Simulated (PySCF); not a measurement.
## Telling isomers of C6H13PS apart by NMR

[PySCF 2.14: geometry from PBE0-D3(BJ)/def2-SVP; GIAO PBE0/pcSseg-1 shieldings; non-relativistic; in vacuum; rapidly exchanging positions averaged; a single conformation]

Referencing at the same level of theory: 1H, 13C vs TMS. Splittings of carbon signals by F and P are missing where no couplings were computed. Where no couplings were computed, multiplicities follow the n + 1 count of equivalent neighbours, and m marks all less simple cases (inequivalent or close neighbours, rings, F or P nearby). Shifts are as computed. Against solution values, carbons near 30 ppm lie about +2 ppm off and those near 130 ppm about +5 ppm (rms about the fit 1.9 ppm; single classes can miss by 10 ppm). Of 1328 compounds with measured shifts, 309 miss one by over three times the rms of a fit or turn the order of signals round; such compounds aren't used in these exercises. Signals without a measured value on file couldn't be tested in this way; 1H shifts scatter by 0.2 ppm about their fit, and single ones miss by 0.5 ppm.

(1) Tabulate the signals of `C=C[P@H](=S)C(C)(C)C`, `C=C[P@@](C)(=S)C(C)C` and their relative energies.

(2) What is the quickest way to tell C=C[P@H](=S)C(C)(C)C from C=C[P@@](C)(=S)C(C)C?

Results:

(1) 
```json
{"SMILES": "C=C[P@H](=S)C(C)(C)C", "carbon types": "1×C 1×CH 1×CH2 3×CH3", "δC": "149.4, 133.8, 36.0, 25.4", "δH": "7.08 (m, 1H), 6.78 (m, 1H), 6.64 (m, 1H), 6.46 (m, 1H), 1.07 (m, 9H)", "E rel. (kcal/mol)": "8.8"}
{"SMILES": "C=C[P@@](C)(=S)C(C)C", "carbon types": "2×CH 1×CH2 3×CH3", "δC": "147.6, 140.1, 33.0, 21.4, 16.6, 15.9", "δH": "7.06 (m, 1H), 6.63 (m, 1H), 6.20 (m, 1H), 1.42 (m, 3H), 1.40 (m, 1H), 1.15 (m, 3H), 0.94 (m, 3H)", "E rel. (kcal/mol)": "0.0"}
```

Energies are electronic energies at PBE0/pcSseg-1 on these geometries, without zero-point or thermal terms, each for the one conformer computed, which needn't be the lowest.

(2) Count the carbon signals: 4 against 6. The first has a fully substituted sp3 carbon bonded to P (C) at 36.0 ppm, the second an sp3 CH bonded to P at 33.0 ppm. Their most deshielded carbons lie at 149.4 and 147.6 ppm.
